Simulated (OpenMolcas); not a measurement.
Ti2+, Zr2+, Hf2+: d2 down the group

| Quantity | Value |
| --- | --- |
| Program | OpenMolcas 26.06 |
| Method | CASSCF |
| Basis | ANO-RCC-VTZP |
| Scalar Hamiltonian | DKH2, point nucleus |
| Spin-orbit coupling | RASSI with atomic mean-field integrals over the reference wave functions, term energies averaged over their components |

Active space for each ion: 2 electrons in 6 orbitals (d s).

Computed levels in cm-1 above 3F2:

```
                               Level   Ti2+   Zr2+   Hf2+
                                 3F3    197    685   3442
                                 3F4    454   1512   6515
                                 3P0  13764  10341  11114
                                 3P1  13832  10599  12991
                                 3P2  13974  11105  14773
                                 1G4  17922  14087  17267
                                 1S0  43431  31143  41622
weight of 3F in the lowest level (%)    100     99     84
```

Measured, with the error of the calculation in %. Measured levels: Ti2+ from Corliss and Sugar, J. Phys. Chem. Ref. Data 8, 1 (1979); Zr2+ from Moore, Atomic Energy Levels, vol. II, NSRDS-NBS 35 (1971 reprint of NBS Circular 467, 1952); NIST levels as listed in Rynkun, Gaigalas and Jonsson, Astron. Astrophys. 637, A10 (2020).

```tsv
Level	Ti2+	Zr2+
3F3	185 (+6.6)	681 (+0.6)
3F4	420 (+8.1)	1486 (+1.7)
3P0	10538 (+30.6)	8062 (+28.3)
3P1	10604 (+30.4)	8326 (+27.3)
3P2	10721 (+30.3)	8838 (+25.6)
1G4	14398 (+24.5)	11049 (+27.5)
1S0	32476 (+33.7)	23979 (+29.9)
```

The fine-structure level 3F4 changes by a factor of 14.4 from Ti2+ to Hf2+.

Without spin-orbit coupling 3P lies 13634, 9914, 9548 cm-1 above 3F in that order; the difference to the level 3P0, of either sign, comes from spin-orbit coupling, which also lowers the zero.

Without dynamic correlation excited terms often stand tens of per cent too high (terms of higher spin than the ground term too low), and those without a measured partner can miss by more than the paired ones. Terms from blocks run as CI alone lack orbitals of their own. Configurations are named by rounded mean occupations; where the s occupation lies near a half they are strongly mixed, a name can repeat and a true partner stay unpaired (holds for Hf2+). Measured partners are found by configuration, term and J. A level has none where our copy of the source lacks it or the pairing is in doubt (some pairs that miss far off the trend of their configuration count as doubtful), and it then counts in no deviation. Only configurations of the active space appear.
